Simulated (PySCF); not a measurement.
C2Br2F2, SMILES F/C(Br)=C(\F)Br.

Geometry: B3LYP-D3(BJ)/def2-SVP.

Two levels are set side by side: TDA-PBE/def2-SVPD (PySCF) and TDA-B3LYP/def2-SVPD (PySCF). Vertical, same geometry. The lowest singlet is HOMO→LUMO 99 % with PBE and HOMO→LUMO 98 % with the other functional; states are paired by order. Differences are taken from unrounded values.

```csv
quantity,TDA-B3LYP
lowest singlet excitation (eV),4.65
lowest triplet excitation (TDA) (eV),3.93
first bright state (f over 0.05) (eV),6.58
its oscillator strength,0.43
```

### Question
What does TDA-PBE give, and how far is it from TDA-B3LYP? (An estimate is asked for; the answer gives what the named calculation found.)

### Answer

```csv
quantity,TDA-PBE,TDA-PBE minus TDA-B3LYP
lowest singlet excitation (eV),4.33,-0.32
lowest triplet excitation (TDA) (eV),3.91,-0.02
first bright state (f over 0.05) (eV),6.22,-0.36
its oscillator strength,0.34,-0.10
```

A lower first singlet is the usual sign of a functional without exact exchange. Differences between two approximate levels are no errors against the true value.

Rough cost on one machine, each run with all the roots and properties that it gave: TDA-B3LYP against TDA-PBE about 3 times.
